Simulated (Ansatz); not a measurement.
F₂H₅NSi₂ (`N[Si](F)(F)[SiH3]`), relaxed with RKS PBE0-D4/def2-TZVP in Ansatz from a PBE-D4/def2-SVP geometry. The force threshold is 0.005 eV/Å; the program also tests the step.

The species carries charge 0 and has multiplicity 1.

Start:

```xyz
10

N     0.265    1.715   -0.470
Si    0.143    0.042   -0.822
F     1.531   -0.371   -1.580
F    -1.035   -0.344   -1.898
Si   -0.218   -1.201    1.126
H    -0.439    2.177    0.109
H     0.678    2.363   -1.147
H    -1.395   -0.612    1.860
H    -0.518   -2.638    0.802
H     0.989   -1.129    2.019
```

(1) By how much does the energy fall, and how many steps does the optimiser take? (Best estimate.)

(2) Which bonds change most? (An estimate is asked.)

(3) Give the relaxed structure. (An estimate is asked.)

Results:

(1) Computed: 8.76 kJ/mol, in 10 steps, 2 of them rejected.

(2) Ansatz gave: Si2–F4 from 1.642 to 1.598 Å; Si2–F3 from 1.635 to 1.593 Å; N1–Si2 from 1.715 to 1.690 Å; Si5–H8 from 1.507 to 1.489 Å.

(3) Ansatz gave: 
```xyz
10

N     0.228    1.704   -0.498
Si    0.134    0.047   -0.816
F     1.497   -0.339   -1.545
F    -1.006   -0.346   -1.864
Si   -0.216   -1.203    1.124
H    -0.462    2.180    0.059
H     0.726    2.333   -1.108
H    -1.365   -0.615    1.867
H    -0.527   -2.617    0.793
H     0.991   -1.146    1.987
```
